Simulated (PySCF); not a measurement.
Vertical excitations of a molecule C2H7AlOS from TDDFT-LC-ωPBE/def2-SVPD (PySCF), as energy in eV (oscillator strength): 5.98 (0.005), 6.38 (0.094), 6.61 (0.042), 6.84 (0.027), 7.34 (0.031), 7.41 (0.003), 7.63 (0.001), 7.65 (0.015), 7.85 (0.148), 7.92 (0.149). Lowest triplet (TDA): 5.46 eV. The structure is a stationary point at ωB97X-D3(BJ)/def2-SVP. One conformer was computed; it need not be the lowest.

Task: Pick the molecule that these values belong to.
A) C[S][Al]([CH3])[OH]
B) C[O][AlH][S]C
C) C[O][Al]([CH3])[SH]

Result: B, C[O][AlH][S]C
